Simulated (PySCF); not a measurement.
Job for PySCF: R-B3LYP/LANL2DZ on Cd2, 2S+1 = 1, a spin state set in the input, which need not be the lowest, a point of a bond scan (R = 3.599 Å).

```python
from pyscf import gto, scf, dft, mp
from pyscf.data.elements import chemcore

mol = gto.M(
    atom='''
    Cd    0.00000000    0.00000000    0.00000000
    Cd    0.00000000    0.00000000    3.59896000
    ''',
    basis='lanl2dz',
    ecp={'Cd': 'lanl2dz'},
    charge=0, spin=0, verbose=3, max_memory=1800)
mf = dft.RKS(mol, xc='b3lyp')
mf.conv_tol = 1e-8
mf.max_cycle = 100
mf.kernel()
if not mf.converged:
    mf = mf.newton().run(mf.mo_coeff, mf.mo_occ)
```

Q: What total energy does the run end on?

A: -96.1577 hartree.
